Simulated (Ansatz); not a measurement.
Two members of one family (Ti oxide hydroxide), computed with Ansatz in the gas phase. Binding counts from free atoms in the multiplicity of their measured ground term, without zero-point energy. A dash marks a value that wasn't run or was left out as unsound. The structures are stationary points that may keep the symmetry of their start.

First: TiO4H4 (with an O–O bond) (singlet, charge 0, PBE-D4/def2-SVP geometry).

Cartesian coordinates in Å:
```
Ti 0.317 0.043 -0.025
O -0.979 -0.556 -1.685
O 1.209 1.333 0.778
O -0.884 0.833 -1.224
O -0.607 -1.010 1.111
H -1.809 -0.862 -1.246
H 1.582 -0.878 -0.726
H -0.548 -1.047 2.082
H 1.720 2.143 0.935
```

```tsv
level	HOMO (eV)	LUMO (eV)	gap (eV)	vertical triplet (eV)	binding per atom (eV)
PBE-D4/def2-SVP	-6.16	-2.36	3.81	–	4.00
PBE-D4/def2-TZVP	-6.42	-2.63	3.79	4.06	–
r2SCAN-D4/def2-TZVP	-6.81	-2.54	4.27	4.07	–
B97M-V/def2-TZVP	-6.91	-2.57	4.34	–	3.76
PBE0-D4/def2-TZVPD	-8.02	-1.62	6.39	–	3.67
```

Metal–donor distances: 4 × O 1.76 to 2.19 Å, 1 × H 1.72 Å.

Second: Ti2O5H2 (singlet, charge 0, PBE-D4/def2-SVP geometry).

```tsv
atom	x (Å)	y (Å)	z (Å)
Ti1	0.229	0.365	1.127
Ti2	-0.234	-0.371	-1.124
O3	1.110	-0.888	0.303
O4	0.484	0.859	2.851
O5	-0.700	-0.909	-2.791
O6	-1.314	-0.336	0.375
O7	0.288	1.234	-0.699
H8	-0.843	-0.594	-3.698
H9	0.981	0.641	3.656
```

Question: Estimate how these quantities change from the first to the second (second minus first).

Answer: 
```csv
level,Δ HOMO (eV),Δ LUMO (eV),Δ gap (eV),Δ vertical triplet (eV),Δ binding per atom (eV)
PBE-D4/def2-SVP,-0.06,-0.87,-0.81,–,1.33
PBE-D4/def2-TZVP,-0.11,-0.84,-0.73,-0.96,–
r2SCAN-D4/def2-TZVP,-0.02,-0.84,-0.82,-0.90,–
B97M-V/def2-TZVP,0.03,-0.91,-0.93,–,1.15
PBE0-D4/def2-TZVPD,-0.01,-1.02,-1.01,–,1.13
```
